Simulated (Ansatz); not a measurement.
Cartesian coordinates in Å:
```
C -1.111 0.906 0.452
C 0.082 -0.045 0.506
B 0.441 -0.773 -0.831
S 2.102 -1.216 -1.337
Cl -0.829 -1.277 -1.947
H -2.010 0.393 0.107
H -1.321 1.329 1.437
H -0.924 1.735 -0.233
H -0.129 -0.849 1.227
H 0.963 0.470 0.902
H 2.735 -0.672 -0.284
```

The species carries charge 0 and has multiplicity 1.

Task: List the B3LYP/def2-TZVPP orbital energies in eV (Ansatz 0.2.0). (Estimate.)

Result: Ansatz gave: Occupied: -2762.50, -2418.20, -276.70, -276.70, -257.26, -216.24, -196.27, -196.17, -196.12, -185.31, -160.79, -160.67, -160.63, -22.98, -20.96, -20.41, -17.18, -13.59, -12.46, -12.30, -11.01, -10.93, -10.10, -9.64, -9.41, -9.25, -8.25, -7.78. Lowest empty: -1.04, 0.04, 0.93, 1.64, 1.99, 2.26, 2.34, 2.82.

B3LYP here is the variant with VWN-RPA as its local correlation; programs differ in this.
